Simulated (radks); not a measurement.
All-electron atom: Ne in 1s1 2s2 2p6 3d1 (not the ground configuration). Calculated with a radial shooting solver on a logarithmic mesh with Libxc functionals: Dirac Kohn-Sham, Wu-Cohen GGA, spin-unpolarised, spherical densities, point nucleus; open shells fill j = l - 1/2 first. Some entries of the table are withheld. Estimate them.

orbital,occ.,eigenvalue (hartree),<1/r> (bohr^-1)
1s1/2,1,-34.02903,9.854
2s1/2,2,(1),(2)
2p1/2,2,(3),(4)
2p3/2,4,(5),(6)
3s1/2,0,-0.16795,0.3532
3p1/2,0,-0.08363,(7)
3p3/2,0,-0.08350,(8)
3d3/2,1,-0.02590,0.1108
3d5/2,0,-0.02590,0.1108

Answer. 
(1) 2s1/2 eigenvalue (hartree): -2.07965
(2) 2s1/2 <1/r> (bohr^-1): 1.786
(3) 2p1/2 eigenvalue (hartree): -1.24998
(4) 2p1/2 <1/r> (bohr^-1): 1.700
(5) 2p3/2 eigenvalue (hartree): -1.24392
(6) 2p3/2 <1/r> (bohr^-1): 1.695
(7) 3p1/2 <1/r> (bohr^-1): 0.2367
(8) 3p3/2 <1/r> (bohr^-1): 0.2363
